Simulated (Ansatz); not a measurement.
Input for Ansatz (development build ahead of 0.2.0):

```yaml
crystal:
  periodic: [false, false, false]
  atoms:
    - { symbol: C, position_ang: [-0.76996, -0.50569, -1.28639] }
    - { symbol: Br, position_ang: [0.20539, 0.16225, 0.34855] }
    - { symbol: H, position_ang: [-1.2983, -1.39116, -0.9519] }
    - { symbol: H, position_ang: [-1.39298, 0.3277, -1.59108] }
    - { symbol: H, position_ang: [0.04654, -0.71363, -1.97483] }
basis:
  gaussian: { orbitals: def2-SVP }
total_charge: 1
magnetization:
  spin_polarized: true
  initial_magnetization: 1
hamiltonian:
  xc: hf
output:
  forces: true
```

The input is written out in the form of the current development build from the run's settings.

Results

| Item | Value |
| --- | --- |
| Converged | yes |
| Total energy | -2611.32980 hartree |
| Spin squared of the determinant | 0.759 |
| Stability test | minimum |

Forces (eV/Å):
```tsv
atom	Fx	Fy	Fz
C1	-0.013	-0.003	-0.013
Br2	0.001	-0.003	0.000
H3	0.011	0.016	-0.001
H4	0.004	-0.010	0.005
H5	-0.003	0.000	0.009
```
